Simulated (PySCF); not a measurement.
# As²⁺ (arsenic, charge +2): UHF calculation

Configuration: [Ar] 3d10 4s1 4p2, 4s spin antiparallel (an excited configuration). All numbers are calculated (PySCF 2.14, scalar relativity by spin-free X2C-1e, in x2c-QZVPPall with one added diffuse shell each of s, p, d, f type (12s9p6d5f1g, 113 functions)).

```json
{
  "Total energy": "-2257.639013 hartree",
  "One-electron energy": "-3118.3252 hartree",
  "Hartree (Coulomb) energy": "942.7548 hartree",
  "Exchange energy": "-82.0686 hartree",
  "⟨S²⟩": "1.7501",
  "⟨L²⟩": "2.009",
  "Sum of ⟨r⟩": "19.31 bohr",
  "Sum of ⟨r²⟩": "24.09 bohr²",
  "Traceless quadrupole moment −½Σ⟨3z² − r²⟩ along its main axis": "2.06 e·bohr²",
  "Langevin diamagnetic susceptibility": "-19.1 ×10⁻⁶ cm³/mol"
}
```

| shell | electrons | mean orbital energy (hartree) | spread (hartree) | rms radius, mean of both spins (bohr) |
| --- | --- | --- | --- | --- |
| 1s β | 1 | -439.84325 | 0 | 0.0524 |
| 1s α | 1 | -439.84198 | 0 | 0.0524 |
| 2s β | 1 | -58.65186 | 0 | 0.219 |
| 2s α | 1 | -58.64456 | 0 | 0.219 |
| 2p α | 3 | -51.36423 | 0.00386 | 0.196 |
| 2p β | 3 | -51.35944 | 0.00640 | 0.196 |
| 3s β | 1 | -9.14445 | 0 | 0.639 |
| 3s α | 1 | -9.13154 | 0 | 0.639 |
| 3p α | 3 | -6.80627 | 0.00384 | 0.666 |
| 3p β | 3 | -6.79749 | 0.02005 | 0.666 |
| 3d α | 5 | -2.93708 | 0.01099 | 0.744 |
| 3d β | 5 | -2.93456 | 0.02004 | 0.744 |
| 4s β | 1 | -1.37612 | 0 | 1.94 |
| 4p α | 2 | -0.98926 | 0 | 2.34 |

With the s spin flipped the determinant is a mixture of two multiplicities, not a spectroscopic state.

Densities and radii are taken from the X2C orbitals without a picture-change correction, which distorts them close to the nucleus.

Spin-orbit constants ζ (cm⁻¹) from the X2C one-electron operator on these orbitals: bare nucleus, nucleus screened by l(l+1)(2l+1)/3 electrons, and screened by the Breit-Pauli mean field of the electrons.

| shell | bare | screened nucleus | mean field |
| --- | --- | --- | --- |
| 2p | 203300 | 191000 | n/a |
| 3p | 27900 | 26210 | n/a |
| 3d | 3230 | 2251 | n/a |
| 4p | 1848 | 1736 | n/a |
